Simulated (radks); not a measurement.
Results of a calculation; reference values are marked as such.
Ru, configuration [Ar] 3d10 4s2 4p5.75 4d7 5s1.25 (fractional occupations, a model configuration).

Code: a radial shooting solver on a logarithmic mesh with Libxc functionals. Model: scalar-relativistic Kohn-Sham, LDA (Slater exchange, Perdew-Zunger correlation), spin-polarised, spherical densities, point nucleus; open shells are filled with parallel spins first (spin-orbit coupling, left out, can overturn this in heavy ions).

Energy parts (hartree):
total: -4525.95279
kinetic: 4678.99185
electron-nucleus: -10920.88350
Hartree: 1844.78765
exchange-correlation: -128.84879

Orbitals (lengths in bohr, moments of r in powers of bohr; r(max) is where P^2 peaks; r(90%) holds 90 % of the orbital's charge):
[
 {"orbital": "1s up", "occ.": "1", "eigenvalue (hartree)": "-805.1809", "r(90%)": "0.0600", "r(max)": "0.02174", "<r^2>": "0.001513"},
 {"orbital": "1s down", "occ.": "1", "eigenvalue (hartree)": "-805.1782", "r(90%)": "0.0600", "r(max)": "0.02174", "<r^2>": "0.001513"},
 {"orbital": "2s up", "occ.": "1", "eigenvalue (hartree)": "-115.8450", "r(90%)": "0.225", "r(max)": "0.1231", "<r^2>": "0.02506"},
 {"orbital": "2s down", "occ.": "1", "eigenvalue (hartree)": "-115.8290", "r(90%)": "0.225", "r(max)": "0.1231", "<r^2>": "0.02506"},
 {"orbital": "2p up", "occ.": "3", "eigenvalue (hartree)": "-103.8317", "r(90%)": "0.207", "r(max)": "0.09825", "<r^2>": "0.01971"},
 {"orbital": "2p down", "occ.": "3", "eigenvalue (hartree)": "-103.8182", "r(90%)": "0.207", "r(max)": "0.09825", "<r^2>": "0.01971"},
 {"orbital": "3s up", "occ.": "1", "eigenvalue (hartree)": "-20.42288", "r(90%)": "0.595", "r(max)": "0.3621", "<r^2>": "0.1864"},
 {"orbital": "3s down", "occ.": "1", "eigenvalue (hartree)": "-20.40995", "r(90%)": "0.595", "r(max)": "0.3621", "<r^2>": "0.1863"},
 {"orbital": "3p up", "occ.": "3", "eigenvalue (hartree)": "-16.47590", "r(90%)": "0.609", "r(max)": "0.3551", "<r^2>": "0.1895"},
 {"orbital": "3p down", "occ.": "3", "eigenvalue (hartree)": "-16.46185", "r(90%)": "0.609", "r(max)": "0.3551", "<r^2>": "0.1893"},
 {"orbital": "3d up", "occ.": "5", "eigenvalue (hartree)": "-10.10455", "r(90%)": "0.612", "r(max)": "0.3005", "<r^2>": "0.1771"},
 {"orbital": "3d down", "occ.": "5", "eigenvalue (hartree)": "-10.08677", "r(90%)": "0.612", "r(max)": "0.3006", "<r^2>": "0.1768"},
 {"orbital": "4s up", "occ.": "1", "eigenvalue (hartree)": "-2.87849", "r(90%)": "1.48", "r(max)": "0.9127", "<r^2>": "1.173"},
 {"orbital": "4s down", "occ.": "1", "eigenvalue (hartree)": "-2.80517", "r(90%)": "1.48", "r(max)": "0.9110", "<r^2>": "1.169"},
 {"orbital": "4p up", "occ.": "3", "eigenvalue (hartree)": "-1.77762", "r(90%)": "1.67", "r(max)": "0.9804", "<r^2>": "1.453"},
 {"orbital": "4p down", "occ.": "2.75", "eigenvalue (hartree)": "-1.70185", "r(90%)": "1.67", "r(max)": "0.9783", "<r^2>": "1.451"},
 {"orbital": "4d up", "occ.": "5", "eigenvalue (hartree)": "-0.25373", "r(90%)": "2.69", "r(max)": "1.207", "<r^2>": "3.369"},
 {"orbital": "4d down", "occ.": "2", "eigenvalue (hartree)": "-0.18213", "r(90%)": "2.82", "r(max)": "1.208", "<r^2>": "3.661"},
 {"orbital": "5s up", "occ.": "1", "eigenvalue (hartree)": "-0.18946", "r(90%)": "4.84", "r(max)": "2.653", "<r^2>": "11.92"},
 {"orbital": "5s down", "occ.": "0.25", "eigenvalue (hartree)": "-0.15105", "r(90%)": "5.19", "r(max)": "2.744", "<r^2>": "13.46"}
]

The highest occupied level is 5s down at -4.110 eV. Spin moment in Bohr magnetons: 4.
